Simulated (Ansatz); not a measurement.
Start from `B[SiH](F)Cl` and change one atom or group to get `B[SiH]([SiH3])Cl`.

Ansatz, PBE0-D4/def2-TZVP geometries, multiplicity 1. 

```csv
property,`B[SiH](F)Cl`
HOMO energy (ωB97M-V/def2-TZVPP) / eV,-10.67
HOMO–LUMO gap (B3LYP/def2-TZVPP) / eV,5.22
HOMO–LUMO gap (ωB97M-V/def2-TZVPP) / eV,9.76
"ideal-gas entropy at 298 K and 1 bar (rigid rotor, harmonic PBE0-D4/def2-TZVP) / J/(mol·K)",323
HOMO–LUMO gap (PBE0/def2-TZVPP) / eV,5.61
LUMO energy (PBE0/def2-TZVPP) / eV,-2.90
```

Task: What does the change do to each property? (Estimate.)

Result: The calculation gave: 
```tsv
property	`B[SiH]([SiH3])Cl`	shift
HOMO energy (ωB97M-V/def2-TZVPP) / eV	-9.85	0.82
HOMO–LUMO gap (B3LYP/def2-TZVPP) / eV	4.68	-0.54
HOMO–LUMO gap (ωB97M-V/def2-TZVPP) / eV	9.00	-0.76
ideal-gas entropy at 298 K and 1 bar (rigid rotor, harmonic PBE0-D4/def2-TZVP) / J/(mol·K)	366	43
HOMO–LUMO gap (PBE0/def2-TZVPP) / eV	5.07	-0.54
LUMO energy (PBE0/def2-TZVPP) / eV	-2.76	0.14
```

With PBE0 the HOMO rises by 0.68 eV and the LUMO rises by 0.14 eV, so the gap narrows by about 0.54 eV. PBE moves the HOMO by 0.51 eV and ωB97M-V by 0.82 eV. The zero-point energy changes by 56.9 kJ/mol with +9 modes.

B3LYP here is the variant with VWN-RPA as its local correlation; programs differ in this.
